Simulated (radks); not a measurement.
Values are calculated unless marked as measured or tabulated.
Task: Species: Eu24+. Configuration: [Kr] 4d3. Code: a radial shooting solver on a logarithmic mesh with Libxc functionals. Model: non-relativistic Kohn-Sham, PBE, spin-polarised, spherical densities, point nucleus; open shells are filled with parallel spins first (spin-orbit coupling, left out, can overturn this in heavy ions); relativity is left out, which matters for an element this heavy. Some entries of the table are withheld. Estimate them.

| orbital | occ. | eigenvalue (hartree) | <1/r> (bohr^-1) |
|---|---|---|---|
| 1s up | 1 | -1701.231 | 62.46 |
| 1s down | 1 | -1701.230 | 62.46 |
| 2s up | 1 | -292.8932 | 14.51 |
| 2s down | 1 | -292.8008 | 14.51 |
| 2p up | 3 | -279.7821 | 14.53 |
| 2p down | 3 | -279.7125 | 14.53 |
| 3s up | 1 | -84.77115 | 5.499 |
| 3s down | 1 | -84.72428 | 5.502 |
| 3p up | 3 | -79.01058 | 5.439 |
| 3p down | 3 | -78.96094 | 5.441 |
| 3d up | 5 | -68.36833 | 5.336 |
| 3d down | 5 | -68.29474 | 5.336 |
| 4s up | 1 | -35.12061 | 2.561 |
| 4s down | 1 | -34.87600 | 2.558 |
| 4p up | 3 | -32.76093 | 2.498 |
| 4p down | 3 | -32.51796 | 2.495 |
| 4d up | 3 | (1) | 2.373 |
| 4d down | 0 | (2) | 2.370 |
| 5s up | 0 | -18.93425 | 1.431 |
| 5s down | 0 | -18.83242 | 1.426 |
| 5p up | 0 | -17.87688 | 1.394 |
| 5p down | 0 | -17.77804 | 1.390 |

Result: 
(1) 4d up eigenvalue (hartree): -28.57439
(2) 4d down eigenvalue (hartree): -28.33386
